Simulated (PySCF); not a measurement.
Calculation: PySCF 2.14.0 with TPSSh-D3(BJ)/def2-TZVP // r2SCAN-D4/def2-SVP. All species are isolated molecules in the gas phase. One relaxed conformer stands for a flexible species; it need not be the lowest. 

Reference species: [Ti(H)4] (neutral, multiplicity 1).

```json
{
 "LUMO": "-3.57 eV",
 "charge on the central atom (meta-Löwdin)": "1.04 e"
}
```

Changed species: [Ti(OH)4] (0 of 4 OH replaced by H; the reference has 4 of 4 OH replaced by H).

Task: Give the shifts of the LUMO and charge on the central atom (meta-Löwdin).

Result: the LUMO goes up by 1.92 eV, to -1.65 eV; the charge on the central atom (meta-Löwdin) rises by 0.41 e, to 1.45 e.
